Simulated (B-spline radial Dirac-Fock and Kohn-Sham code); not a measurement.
**Auger parameter of antimony: the L3 level and its strongest L3-MM line**

Level of theory: ΔSCF Dirac-Fock with Breit, self-energy and vacuum polarisation, finite nucleus, configuration average; a radial finite-basis atomic code. The modified Auger parameter α′ is the binding energy plus the kinetic energy of the Auger electron; it does not depend on the energy zero. For free ions it tends to fall with charge, since less charge screens the final holes.

| species | configuration | binding 2p3/2 (eV) | Auger line | kinetic (eV) | α′ (eV) |
| --- | --- | --- | --- | --- | --- |
| Sb | [Kr] 4d10 5s2 5p3 | 4142.0 | M3M3 J=2 | 2549.4 | 6691.4 |
| Sb⁺ | [Kr] 4d10 5s2 5p2 | 4151.5 | M3M3 J=2 | 2538.3 | 6689.8 |
| Sb⁺ (Watson 2.2 Å) | [Kr] 4d10 5s2 5p2 | 4145.1 | M3M3 J=2 | 2544.8 | 6689.9 |
| Sb²⁺ | [Kr] 4d10 5s2 5p1 | 4162.3 | M3M3 J=2 | 2526.3 | 6688.6 |
| Sb²⁺ (Watson 3 Å) | [Kr] 4d10 5s2 5p1 | 4152.7 | M3M3 J=2 | 2535.9 | 6688.6 |
| Sb³⁺ | [Kr] 4d10 5s2 | 4174.1 | M3M3 J=2 | 2513.5 | 6687.6 |
| Sb³⁺ | [Kr] 4d10 5s1 5p1 | 4175.4 | M3M3 J=2 | 2512.2 | 6687.6 |
| Sb³⁺ (Watson 1.6 Å) | [Kr] 4d10 5s2 | 4147.5 | M3M3 J=2 | 2540.3 | 6687.8 |
| Sb⁴⁺ | [Kr] 4d10 5s1 | 4188.2 | M3M3 J=2 | 2498.6 | 6686.8 |
| Sb⁴⁺ (Watson 2.2 Å) | [Kr] 4d10 5s1 | 4162.0 | M3M3 J=2 | 2524.8 | 6686.8 |
| Sb⁴⁺ (Watson 2.7 Å) | [Kr] 4d10 5s1 | 4166.8 | M3M3 J=2 | 2519.9 | 6686.8 |
| Sb⁵⁺ | [Kr] 4d10 | 4203.1 | M3M3 J=2 | 2483.0 | 6686.1 |
| Sb⁵⁺ | [Kr] 4d9 5p1 | 4213.8 | M3M3 J=2 | 2472.6 | 6686.4 |
| Sb⁵⁺ | [Kr] 4d9 5s1 | 4212.5 | M3M3 J=2 | 2473.9 | 6686.4 |
| Sb⁵⁺ (Watson 1.8 Å) | [Kr] 4d10 | 4163.1 | M3M3 J=2 | 2523.0 | 6686.1 |
| Sb⁵⁺ (Watson 2 Å) | [Kr] 4d10 | 4167.1 | M3M3 J=2 | 2519.0 | 6686.1 |
| Sb⁶⁺ | [Kr] 4d9 | 4228.4 | M3M3 J=2 | 2457.5 | 6685.9 |
| Sb⁷⁺ | [Kr] 4d8 | 4255.2 | M3M3 J=2 | 2431.0 | 6686.1 |

Values without a named source are computed, but for edge energies of neutral atoms, which are taken from tables.
